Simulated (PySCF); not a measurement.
**Correlation energy of S⁴⁺ (sulfur, charge +4)**

[Ne] 3s2, closed-shell 1S. Computed with PySCF 2.14 in an even-tempered Gaussian basis (18 s from 0.13 bohr⁻², ratio 2.5; 12 p from 0.17 bohr⁻², ratio 2.5; 5 d from 0.94 bohr⁻², ratio 2.7; 5 f from 1.4 bohr⁻², ratio 2.7), with no relativity, point nucleus. Frozen: 1s2; 10 electrons correlated; the 21 highest virtual orbitals of each spin left out.

```json
{"level": "CCSD", "correlation energy (mhartree)": "-366.31"}
{"level": "(T)", "correlation energy (mhartree)": "-3.33"}
{"level": "CCSD(T)", "correlation energy (mhartree)": "-369.64"}
```

Diagnostics: T1 = 0.0035, D1 = 0.0106, largest double amplitude 0.104.

Is a single reference adequate?

Mostly. T1 lies below 0.03, but a double amplitude of this size points to a near-degeneracy that CCSD handles and MP2 describes poorly.
